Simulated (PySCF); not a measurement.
## Au (gold, neutral) across methods

[Xe] 4f14 5d9 6s2, 2D determinant (an excited configuration). Computed with PySCF 2.14 in aug-cc-pwCVTZ-PP with ECP60MDF, with scalar relativity through the core potential.

```tsv
method	E (hartree)	mean ε 5d β (eV)	mean ε 6s α (eV)	mean ε 6s β (eV)	Σ⟨r²⟩ (bohr²)	⟨S²⟩
PBE	-135.6725	-8.652	-6.727	-6.463	54.19	0.751
r2SCAN	-135.6890	-8.952	-6.941	-6.667	53.70	0.753
UHF	-134.71889	-14.600	-8.879	-8.392	55.10	0.754
PW91	-135.7330	-8.715	-6.790	-6.530	54.17	0.751
LDA	-135.4311	-8.784	-7.032	-6.791	54.13	0.751
PBE0	-135.6265	-10.336	-7.485	-7.175	54.03	0.752
MN15	-135.4149	-11.061	-8.470	-8.176	54.15	0.751
revPBE	-135.7211	-8.605	-6.639	-6.368	54.16	0.751
```

Energies and moments cover only the electrons outside the core potential. Spin-orbit coupling, absent here, splits the open shell strongly.
